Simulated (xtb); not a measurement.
Br$_{3}$In, singlet, from a rough starting geometry (GFN-xTB shapes and energies of metal compounds can be far from the true ones); GFN2-xTB (xtb).

xtb was given this input:
```
$ xtb mol.xyz --gfn 2 --opt vtight --json

# file mol.xyz
4

In    -0.02692233    -0.00330511     0.00566807
Br    -1.97149974    -1.51406937    -0.21659423
Br     0.04869547     2.18946215    -1.13001298
Br     2.05728861    -0.75053759     1.31116605
```

It wrote (shortened):

```
   ID    Z sym.   atoms
    1   49 In     1
    2   35 Br     2-4

           -------------------------------------------------
          |                Calculation Setup                |
           -------------------------------------------------

           -------------------------------------------------
          |                 G F N 2 - x T B                 |
           -------------------------------------------------

          ...................................................
          :                      SETUP                      :
          :.................................................:
          :  # basis functions                  40          :
          :  # atomic orbitals                  36          :
          :  # shells                           12          :
          :  # electrons                        24          :
          :  max. iterations                   250          :
          :  Hamiltonian                  GFN2-xTB          :
          :  restarted?                      false          :
          :  GBSA solvation                  false          :
          :  PC potential                    false          :
          :  electronic temp.          300.0000000     K    :
          :  accuracy                    1.0000000          :
          :  -> integral cutoff          0.2500000E+02      :
          :  -> integral neglect         0.1000000E-07      :
          :  -> SCF convergence          0.1000000E-05 Eh   :
          :  -> wf. convergence          0.1000000E-03 e    :
          :  Broyden damping             0.4000000          :
          :  net charge                          0          :
          :  unpaired electrons                  0          :
          ...................................................

 iter      E             dE          RMSdq      gap      omega  full diag
   1    -13.6203779 -0.136204E+02  0.251E+01    2.48       0.0  T
   2    -13.6394713 -0.190934E-01  0.112E+01    2.64       1.0  T
   3    -13.6343196  0.515171E-02  0.786E+00    2.29       1.0  T
   4    -13.6471892 -0.128696E-01  0.150E+00    2.36       1.0  T
   5    -13.6467942  0.395015E-03  0.188E+00    2.44       1.0  T
   6    -13.6474045 -0.610358E-03  0.599E-01    2.41       1.0  T
   7    -13.6474078 -0.325897E-05  0.482E-01    2.41       1.0  T
   8    -13.6474353 -0.274775E-04  0.789E-02    2.40       1.0  T
   9    -13.6474390 -0.372602E-05  0.340E-02    2.40       1.5  T
[...]
         :: total energy             -13.637534988116 Eh    ::
 * total energy  :   -13.6375350 Eh     change       -0.6217249E-12 Eh
 * total energy  :   -13.6314813 Eh     change        0.6053704E-02 Eh
 * total energy  :   -13.6385908 Eh     change       -0.7109544E-02 Eh
 * total energy  :   -13.6385597 Eh     change        0.3109503E-04 Eh
 * total energy  :   -13.6386775 Eh     change       -0.1177700E-03 Eh
 * total energy  :   -13.6386782 Eh     change       -0.6501260E-06 Eh
 * total energy  :   -13.6386775 Eh     change        0.6847042E-06 Eh
 * total energy  :   -13.6386785 Eh     change       -0.9948714E-06 Eh
 * total energy  :   -13.6386785 Eh     change       -0.1348812E-07 Eh
   *** GEOMETRY OPTIMIZATION CONVERGED AFTER 9 ITERATIONS ***
         :: total energy             -13.638678477467 Eh    ::
[...]
       ...                                ...                  ...
        36                          1.7652142              48.0339
      -------------------------------------------------------------
                  HL-Gap            0.0940740 Eh            2.5599 eV
             Fermi-level           -0.4079273 Eh          -11.1003 eV

     #   Z          covCN         q      C6AA      α(0)
     1  49 In       2.433     0.256   280.840    32.369
     2  35 Br       0.811    -0.085   187.040    22.050
     3  35 Br       0.811    -0.085   187.040    22.050
     4  35 Br       0.811    -0.085   187.039    22.050

 Mol. C6AA /au·bohr⁶  :       3323.363848
 Mol. C8AA /au·bohr⁸  :     279391.791883
 Mol. α(0) /au        :         98.518061

Wiberg/Mayer (AO) data.
largest (>0.10) Wiberg bond orders for each atom

 ---------------------------------------------------------------------------
     #   Z sym  total        # sym  WBO       # sym  WBO       # sym  WBO
 ---------------------------------------------------------------------------
     1  49 In   3.047 --     4 Br   1.016     2 Br   1.016     3 Br   1.015
     2  35 Br   1.407 --     1 In   1.016     3 Br   0.196     4 Br   0.196
     3  35 Br   1.407 --     1 In   1.015     2 Br   0.196     4 Br   0.196
     4  35 Br   1.407 --     1 In   1.016     3 Br   0.196     2 Br   0.196
 ---------------------------------------------------------------------------

Topologies differ in total number of bonds
Writing topology from bond orders to xtbtopo.mol

molecular dipole:
                 x           y           z       tot (Debye)
 q only:        0.000      -0.000       0.000
   full:       -0.000       0.000       0.000       0.001
molecular quadrupole (traceless):
                xx          xy          yy          xz          yz          zz
 q only:       -0.766      -0.694      -0.683      -1.368       1.454       1.449
  q+dip:       -2.888      -2.613      -2.571      -5.155       5.478       5.459
   full:       -3.833      -3.469      -3.413      -6.843       7.272       7.246

optimized geometry written to: xtbopt.xyz

           -------------------------------------------------
          | TOTAL ENERGY              -13.638678477467 Eh   |
          | GRADIENT NORM               0.000021886568 Eh/α |
          | HOMO-LUMO GAP               2.559883856438 eV   |
           -------------------------------------------------

normal termination of xtb
```
